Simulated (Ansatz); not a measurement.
Start from `C=C(N)OC` and change one atom or group to get `BOC(=C)N`.

Ansatz, PBE0-D4/def2-TZVP geometries, multiplicity 1. Each molecule was computed in one conformer, which needn't be the lowest.

| property | `C=C(N)OC` |
| --- | --- |
| HOMO–LUMO gap (PBE0/def2-TZVPP) / eV | 7.04 |
| HOMO energy (B3LYP/def2-TZVPP) / eV | -5.63 |
| size of the dipole moment (PBE/def2-TZVPP) / D | 1.08 |
| HOMO–LUMO gap (ωB97M-V/def2-TZVPP) / eV | 10.71 |
| size of the dipole moment (ωB97M-V/def2-TZVPP) / D | 1.08 |
| size of the dipole moment (B3LYP/def2-TZVPP) / D | 1.07 |

(1) Give the same properties after the change, and the shifts. (An estimate is asked.)

## Answers

(1) Ansatz gave: 
```json
{"property": "HOMO–LUMO gap (PBE0/def2-TZVPP) / eV", "`BOC(=C)N`": "5.45", "shift": "-1.59"}
{"property": "HOMO energy (B3LYP/def2-TZVPP) / eV", "`BOC(=C)N`": "-6.12", "shift": "-0.49"}
{"property": "size of the dipole moment (PBE/def2-TZVPP) / D", "`BOC(=C)N`": "2.19", "shift": "1.11"}
{"property": "HOMO–LUMO gap (ωB97M-V/def2-TZVPP) / eV", "`BOC(=C)N`": "9.49", "shift": "-1.22"}
{"property": "size of the dipole moment (ωB97M-V/def2-TZVPP) / D", "`BOC(=C)N`": "2.14", "shift": "1.06"}
{"property": "size of the dipole moment (B3LYP/def2-TZVPP) / D", "`BOC(=C)N`": "2.17", "shift": "1.10"}
```

With PBE0 the HOMO falls by 0.48 eV and the LUMO falls by 2.07 eV, so the gap narrows by about 1.59 eV. PBE moves the HOMO by -0.58 eV and ωB97M-V by -0.43 eV. Dipoles are sizes alone; their direction can turn.

B3LYP here is the variant with VWN-RPA as its local correlation; programs differ in this.
